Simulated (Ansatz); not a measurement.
Input file for FH7OSi3, SMILES `O[SiH](F)[SiH2][SiH3]`:

```yaml
crystal:
  periodic: [false, false, false]
  atoms:
    - {symbol: O, position_ang: [-3.018632, -0.211263, 0.233437]}
    - {symbol: Si, position_ang: [-1.479480, -0.279130, 0.783857]}
    - {symbol: F, position_ang: [-1.204530, 0.928762, 1.802784]}
    - {symbol: Si, position_ang: [0.122836, -0.087254, -0.918576]}
    - {symbol: Si, position_ang: [2.266771, 0.178023, -0.022790]}
    - {symbol: H, position_ang: [-3.250328, 0.472139, -0.397309]}
    - {symbol: H, position_ang: [-1.397069, -1.536526, 1.560844]}
    - {symbol: H, position_ang: [0.064748, -1.307258, -1.772642]}
    - {symbol: H, position_ang: [-0.219670, 1.088414, -1.771736]}
    - {symbol: H, position_ang: [3.289428, 0.215977, -1.102017]}
    - {symbol: H, position_ang: [2.570781, -0.960950, 0.884513]}
    - {symbol: H, position_ang: [2.332045, 1.443667, 0.753635]}
basis:
  gaussian: {orbitals: def2-TZVPP}
correlation: {method: ccsd_t}
output: {orbitals: {seedname: orbitals}}
```

```sh
$ ansatz run in.yaml --threads 4 --pin off --events-out ev --progress --plain
```

Output of Ansatz, abridged:

```
Functional definition: HF
1670 factors; integrals over basis functions are off by at most 8.8e-4 eV
mean field evaluation 1: about -28442.3265 eV, gradient 4.3e1 eV
mean field evaluation 2: about -28442.6126 eV, gradient 4.4e1 eV
mean field evaluation 4: about -28446.8071 eV, gradient 3.8e0 eV
mean field evaluation 8: about -28446.8987 eV, gradient 3.3e-1 eV
mean field evaluation 16: about -28446.8991 eV, gradient 1.4e-6 eV
mean field -28446.89906482 eV, -1045.4042586314 hartree, gradient 1.3e-6 eV, S^2 0.000000; 0 other end points of the search recorded, 0 dependent functions left out
17 core orbitals not correlated: weight in the atoms' cores, before any rotation towards them, 1.000 or more for the frozen orbitals, at most 0.000 for the correlated occupied ones
reference -28446.89906482 eV, -1045.4042586314 hartree; 16, 16 occupied and 253, 253 virtual orbitals, 1670 factors
second order -23.44625419 eV of doubles, -0.00000000 eV of singles
cycle   1  -24.24103676 eV  change   -7.9e-1 eV  update   1.1e-1
cycle   2  -24.88199975 eV  change   -6.4e-1 eV  update   3.5e-2
cycle   3  -25.02285204 eV  change   -1.4e-1 eV  update   1.9e-2
cycle   4  -25.00712535 eV  change    1.6e-2 eV  update   4.4e-3
cycle   5  -25.00463201 eV  change    2.5e-3 eV  update   1.9e-3
cycle   6  -25.00519127 eV  change   -5.6e-4 eV  update   5.5e-4
cycle   7  -25.00481169 eV  change    3.8e-4 eV  update   1.9e-4
cycle   8  -25.00471717 eV  change    9.5e-5 eV  update   5.8e-5
cycle   9  -25.00474467 eV  change   -2.7e-5 eV  update   2.4e-5
perturbative correction -0.83038137 eV, -0.0305159526 hartree
Total energy: -28472.73419086 eV, -1046.3536820017 hartree
```

Hardware: 4 threads of a server CPU on a shared host. Wall time 120 s, peak host memory 8.1 GiB.

MP2 recovers 90.8 % of the CCSD(T) correlation energy and the triples give 3.2 %; T1 = 0.0133.
